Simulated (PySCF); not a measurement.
**Spinor energies of Yb⁶⁵⁺ (ytterbium, charge +65)**

Start: [He] 2s2 2p1; 2p3/2 filled at m_j = +3/2. Calculated with PySCF 2.14 in an even-tempered Gaussian basis (17 s from 49 bohr⁻², ratio 2.4; 13 p from 64 bohr⁻², ratio 2.4; 5 d from 210 bohr⁻², ratio 2.6; 4 f from 310 bohr⁻², ratio 2.6): generalised Hartree-Fock with the X2C-1e Hamiltonian and a Gaussian nucleus; one run each with spin-orbit coupling (SO) screened by Boettger's factors, then bare. This is a chosen level, not necessarily the ground level.

```json
{"spinor shell": "1s1/2", "electrons": "2", "ε, screened SO (eV)": "-68992.0", "ε, bare SO (eV)": "-68992.3", "weight of nominal j (bare SO)": "1.000", "rms radius, bare SO (bohr)": "0.0222"}
{"spinor shell": "2s1/2", "electrons": "2", "ε, screened SO (eV)": "-16780.9", "ε, bare SO (eV)": "-16781.1", "weight of nominal j (bare SO)": "1.000", "rms radius, bare SO (bohr)": "0.0863"}
{"spinor shell": "2p3/2", "electrons": "1", "ε, screened SO (eV)": "-15442.6", "ε, bare SO (eV)": "-15433.4", "weight of nominal j (bare SO)": "1.000", "rms radius, bare SO (bohr)": "0.0789"}
```

```json
{"quantity": "E (hartree)", "screened SO": "-7051.04547", "bare SO": "-7050.70703"}
{"quantity": "M_J", "screened SO": "3/2", "bare SO": "3/2"}
{"quantity": "⟨J²⟩", "screened SO": "3.750", "bare SO": "3.750"}
{"quantity": "⟨L²⟩", "screened SO": "2.000", "bare SO": "2.000"}
{"quantity": "⟨S²⟩", "screened SO": "0.750", "bare SO": "0.750"}
```

Each row is a mean over spinors that exchange with the open shell spreads, by up to 61.235 eV (2s1/2).

Breit and QED terms are absent; they matter most for the inner s and p1/2 levels.

Densities and radii are taken from the X2C orbitals without a picture-change correction, which distorts them close to the nucleus.
